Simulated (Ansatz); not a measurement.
Process, species as SMILES: Cl[Si]Cl (closed-shell singlet) → 2 Cl atom + Si atom
B3LYP-D3(BJ)/def2-TZVP geometries, fixed; electronic energies without zero-point terms.

Basis-set convergence of the atomisation energy at MP2 with Ansatz (a program for electronic structure). Cartesian d functions, on some or all atoms, in 6-311G**, 6-311+G**; all else is spherical. Cores are frozen. A restricted Hartree-Fock determinant is unstable towards unrestricted orbitals. Open shells are unrestricted. No added dispersion term, no relativity. Functions are those of the species that has most. Reference: Hartree-Fock in aug-cc-pV(5+d)Z plus the correlation part extrapolated as X^-3 from aug-cc-pV(Q+d)Z and aug-cc-pV(5+d)Z, 218.51 kcal/mol, itself unsure by roughly 0.75 kcal/mol (a third of the extrapolation step and of the last Hartree-Fock step). Deviations are taken from unrounded values.

```json
[
 {"basis": "def2-SVP", "functions": "54", "atomisation energy (kcal/mol)": "188.01"},
 {"basis": "def2-SVPD", "functions": "78", "atomisation energy (kcal/mol)": "193.59"},
 {"basis": "pcseg-1", "functions": "54", "atomisation energy (kcal/mol)": "186.16"},
 {"basis": "aug-pcseg-1", "functions": "81", "atomisation energy (kcal/mol)": "194.00"},
 {"basis": "cc-pV(D+d)Z", "functions": "69", "atomisation energy (kcal/mol)": "188.90"},
 {"basis": "aug-cc-pV(D+d)Z", "functions": "96", "atomisation energy (kcal/mol)": "195.87"},
 {"basis": "6-311G**", "functions": "81", "atomisation energy (kcal/mol)": "183.58"},
 {"basis": "6-311+G**", "functions": "93", "atomisation energy (kcal/mol)": "185.68"},
 {"basis": "pcseg-2", "functions": "102", "atomisation energy (kcal/mol)": "203.96"},
 {"basis": "aug-pcseg-2", "functions": "150", "atomisation energy (kcal/mol)": "210.20"},
 {"basis": "def2-TZVP", "functions": "111", "atomisation energy (kcal/mol)": "206.59"},
 {"basis": "def2-TZVPD", "functions": "135", "atomisation energy (kcal/mol)": "207.40"},
 {"basis": "cc-pV(T+d)Z", "functions": "117", "atomisation energy (kcal/mol)": "206.77"},
 {"basis": "aug-cc-pV(T+d)Z", "functions": "165", "atomisation energy (kcal/mol)": "208.99"},
 {"basis": "def2-TZVPP", "functions": "126", "atomisation energy (kcal/mol)": "207.20"},
 {"basis": "def2-TZVPPD", "functions": "150", "atomisation energy (kcal/mol)": "207.90"},
 {"basis": "cc-pV(Q+d)Z", "functions": "192", "atomisation energy (kcal/mol)": "213.03"},
 {"basis": "aug-cc-pV(Q+d)Z", "functions": "267", "atomisation energy (kcal/mol)": "214.22"},
 {"basis": "pcseg-3", "functions": "192", "atomisation energy (kcal/mol)": "212.77"},
 {"basis": "aug-pcseg-3", "functions": "267", "atomisation energy (kcal/mol)": "213.72"},
 {"basis": "def2-QZVPP", "functions": "210", "atomisation energy (kcal/mol)": "213.08"},
 {"basis": "def2-QZVPPD", "functions": "234", "atomisation energy (kcal/mol)": "213.23"},
 {"basis": "cc-pV(5+d)Z", "functions": "300", "atomisation energy (kcal/mol)": "215.68"},
 {"basis": "aug-cc-pV(5+d)Z", "functions": "408", "atomisation energy (kcal/mol)": "216.36"}
]
```

What the diffuse functions change, pair by pair:
- def2-SVP to def2-SVPD: 24 more functions, deviation -30.50 to -24.92 kcal/mol
- pcseg-1 to aug-pcseg-1: 27 more functions, deviation -32.35 to -24.51 kcal/mol
- cc-pV(D+d)Z to aug-cc-pV(D+d)Z: 27 more functions, deviation -29.61 to -22.64 kcal/mol
- 6-311G** to 6-311+G**: 12 more functions, deviation -34.93 to -32.83 kcal/mol
- pcseg-2 to aug-pcseg-2: 48 more functions, deviation -14.55 to -8.31 kcal/mol
- def2-TZVP to def2-TZVPD: 24 more functions, deviation -11.92 to -11.11 kcal/mol
- cc-pV(T+d)Z to aug-cc-pV(T+d)Z: 48 more functions, deviation -11.74 to -9.52 kcal/mol
- def2-TZVPP to def2-TZVPPD: 24 more functions, deviation -11.32 to -10.62 kcal/mol
- cc-pV(Q+d)Z to aug-cc-pV(Q+d)Z: 75 more functions, deviation -5.48 to -4.30 kcal/mol
- pcseg-3 to aug-pcseg-3: 75 more functions, deviation -5.75 to -4.80 kcal/mol
- def2-QZVPP to def2-QZVPPD: 24 more functions, deviation -5.43 to -5.28 kcal/mol
- cc-pV(5+d)Z to aug-cc-pV(5+d)Z: 108 more functions, deviation -2.83 to -2.16 kcal/mol

Leaving out the reference's own pair, they bring the value nearer the reference by more than 0.75 kcal/mol in 9 of 11 pairs.
